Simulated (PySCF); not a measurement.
Zr(Cl)2(SH)2 (Cl2H2S2Zr), SMILES [SH][Zr]([SH])([Cl])[Cl], multiplicity 1. Atoms are numbered in the order given.

```xyz
7

Zr     0.0610    -0.0104     0.0178
Cl     1.4077     0.9617    -1.6431
Cl     1.1313    -0.1483     2.0994
S     -0.7561    -2.1860    -0.6698
H     -0.7550    -1.7396    -1.9639
S     -1.9696     1.3053     0.2288
H     -1.2404     2.4178     0.5527
```
Charge 0, spin multiplicity 1.

The structure is a stationary point at PBE-D3(BJ)/def2-SVP. The multiplicity is an assumed one; other spin states were not compared. The def2 effective core potentials stand for the cores of Zr; spin–orbit coupling is left out. One conformer was computed; it need not be the lowest.

The numbers are results of PBE-D3(BJ)/def2-SVP in PySCF, not measurements.

Frequencies are harmonic and unscaled.

```json
[
 {"mode": "1", "ν (cm⁻¹)": "70", "IR (km/mol)": "3.0", "moving atoms (share of kinetic energy)": "Cl 41 %, S 38 %, H 18 %"},
 {"mode": "2", "ν (cm⁻¹)": "84", "IR (km/mol)": "0.2", "moving atoms (share of kinetic energy)": "S 60 %, Cl 28 %"},
 {"mode": "3", "ν (cm⁻¹)": "90", "IR (km/mol)": "1.7", "moving atoms (share of kinetic energy)": "Cl 53 %, S 24 %, Zr 21 %"},
 {"mode": "4", "ν (cm⁻¹)": "97", "IR (km/mol)": "2.8", "moving atoms (share of kinetic energy)": "S 41 %, Cl 34 %, Zr 21 %"},
 {"mode": "5", "ν (cm⁻¹)": "98", "IR (km/mol)": "2.2", "moving atoms (share of kinetic energy)": "Cl 47 %, S 33 %, Zr 17 %"},
 {"mode": "6", "ν (cm⁻¹)": "153", "IR (km/mol)": "11.0", "moving atoms (share of kinetic energy)": "H 79 %, S 14 %"},
 {"mode": "7", "ν (cm⁻¹)": "209", "IR (km/mol)": "32.0", "moving atoms (share of kinetic energy)": "H 95 %"},
 {"mode": "8", "ν (cm⁻¹)": "340", "IR (km/mol)": "3.0", "moving atoms (share of kinetic energy)": "S 54 %, Cl 28 %, H 15 %"},
 {"mode": "9", "ν (cm⁻¹)": "372", "IR (km/mol)": "39.2", "moving atoms (share of kinetic energy)": "S 47 %, Zr 30 %, H 20 %"},
 {"mode": "10", "ν (cm⁻¹)": "384", "IR (km/mol)": "54.2", "moving atoms (share of kinetic energy)": "Cl 54 %, Zr 26 %, H 16 %"},
 {"mode": "11", "ν (cm⁻¹)": "410", "IR (km/mol)": "89.3", "moving atoms (share of kinetic energy)": "Cl 52 %, Zr 35 %, S 10 %"},
 {"mode": "12", "ν (cm⁻¹)": "466", "IR (km/mol)": "33.4", "moving atoms (share of kinetic energy)": "H 65 %, S 19 %, Zr 10 %"},
 {"mode": "13", "ν (cm⁻¹)": "484", "IR (km/mol)": "17.0", "moving atoms (share of kinetic energy)": "H 74 %, S 17 %"},
 {"mode": "14", "ν (cm⁻¹)": "2574", "IR (km/mol)": "1.6", "moving atoms (share of kinetic energy)": "H 97 %"},
 {"mode": "15", "ν (cm⁻¹)": "2580", "IR (km/mol)": "6.0", "moving atoms (share of kinetic energy)": "H 97 %"}
]
```
